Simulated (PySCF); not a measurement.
Sn(F)(Me)(NH2)2 (CH7FN2Sn), SMILES [CH3][Sn]([NH2])([NH2])[F].

Geometry optimised at PBE-D3(BJ)/def2-SVP. The structure was generated by enumeration; whether it is a known compound was not checked. The def2 effective core potentials stand for the cores of Sn; spin–orbit coupling is left out. The values are those of a single conformer.

Computed with PBE0/def2-TZVP in PySCF.

Isolated molecule, no solvent.

Task: Estimate the frontier levels, gap, dipole moment and polarisability. (The exact figures need the calculation; the answer reports its results.)

Result: 
* **highest occupied level**: -7.61 eV
* **lowest empty level**: -0.74 eV
* **orbital gap**: 6.87 eV
* **dipole moment**: 1.23 D
* **quadrupole, principal values (traceless, Buckingham form, about the centre of nuclear charge)**: -16.53, 5.96, 10.57 D·Å
* **mean static polarisability**: 65.9 bohr³ (9.76 Å³)
* **polarisability, principal values**: 57.8, 67.4, 72.4 bohr³
